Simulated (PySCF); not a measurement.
Compound: H₆O₂SeSi₃.
Bonds: O1–Si2, Si2–O3, O3–Si4, Si4–Se5, Se5–Si6, O1–Si6. Hydrogens: H7, H8 on Si2; H9, H10 on Si4; H11, H12 on Si6.

Computed by this run: PBE0-D3(BJ)/def2-SVP geometry optimisation, gas phase (PySCF 2.14.0); density fitting, grid level 1; the optimiser is geomeTRIC in internal coordinates, started from a GFN2-xTB structure with every atom displaced at random (about 0.01 Å).

Step 9: E = -93139.8566 eV
```
atom  x, y, z in Å  |  force x, y, z in eV/Å
O1      1.2114    0.9542    0.1078   -0.043   0.265   0.052
Si2     1.6455   -0.6388    0.0257   -0.351  -0.235   0.017
O3      0.2380   -1.5424    0.0647    0.232   0.035   0.019
Si4    -1.3859   -1.2569   -0.0758   -0.072   0.181  -0.164
Se5    -1.7093    0.7252   -1.2069   -0.200  -0.210   0.073
Si6    -0.1839    1.8660    0.0299    0.391  -0.083  -0.072
H7      2.4558   -0.9929    1.2170    0.041   0.012  -0.011
H8      2.3640   -0.9171   -1.2428    0.029   0.030   0.000
H9     -2.0519   -2.2808   -0.9217    0.039  -0.061   0.021
H10    -1.9929   -1.2141    1.2828    0.010   0.025   0.013
H11    -0.6269    2.1414    1.4227   -0.082  -0.008   0.017
H12     0.0751    3.1262   -0.7127    0.006   0.047   0.034
```

Step 10: E = -93139.8647 eV
```
atom  x, y, z in Å  |  force x, y, z in eV/Å
O1      1.2141    0.9594    0.1066   -0.024   0.133  -0.003
Si2     1.6351   -0.6404    0.0362   -0.185  -0.126  -0.008
O3      0.2329   -1.5394    0.0521    0.055   0.030  -0.007
Si4    -1.3992   -1.2804   -0.0867    0.028   0.132   0.020
Se5    -1.7955    0.7454   -1.0930   -0.023  -0.031  -0.048
Si6    -0.1610    1.8911    0.0216    0.139  -0.134   0.031
H7      2.4313   -0.9894    1.2389    0.029   0.004  -0.007
H8      2.3752   -0.9124   -1.2212    0.025   0.009   0.001
H9     -2.0239   -2.2926   -0.9773    0.011  -0.025   0.004
H10    -2.0040   -1.3171    1.2731    0.004  -0.020   0.011
H11    -0.5732    2.2268    1.4122   -0.032   0.019   0.000
H12     0.1072    3.1189   -0.7718   -0.028   0.011   0.006
```

**Question.** Estimate the geometry and energy of step 11. (The exact step hangs on the optimiser's Hessian estimate; all steps are aligned on step 10, rigid shifts and turns removed.)

**Answer.** E = -93139.8704 eV, largest force 0.128 eV/Å
```
atom  x, y, z in Å  |  force x, y, z in eV/Å
O1      1.2219    0.9604    0.1127    0.005   0.095   0.010
Si2     1.6357   -0.6429    0.0289   -0.094  -0.086  -0.010
O3      0.2344   -1.5395    0.0597    0.028   0.011   0.002
Si4    -1.3947   -1.2578   -0.0841    0.027   0.066   0.000
Se5    -1.7417    0.7252   -1.1786   -0.018  -0.005  -0.010
Si6    -0.1646    1.8713    0.0220    0.048  -0.082   0.009
H7      2.4512   -0.9977    1.2170    0.016   0.006  -0.004
H8      2.3627   -0.9063   -1.2385    0.013   0.006  -0.002
H9     -2.0387   -2.3023   -0.9228    0.010  -0.015   0.010
H10    -1.9905   -1.2201    1.2801   -0.003  -0.010   0.004
H11    -0.6334    2.1446    1.4093   -0.020   0.014  -0.007
H12     0.0966    3.1352   -0.7150   -0.011  -0.001  -0.002
```

The energy changes by -0.0057 eV. The first-order estimate −F·Δx gives -0.0091 eV and the mean of the old and new forces, exact on a quadratic surface, -0.0063 eV. The step makes an angle of 83° with the force vector and moves no atom by more than 0.103 Å.

What follows is the cost of the whole optimisation. The run took 6.1 min of wall time on Arm Neoverse N1, one thread, shared host, and the process peaked at 0.61 GiB of memory.
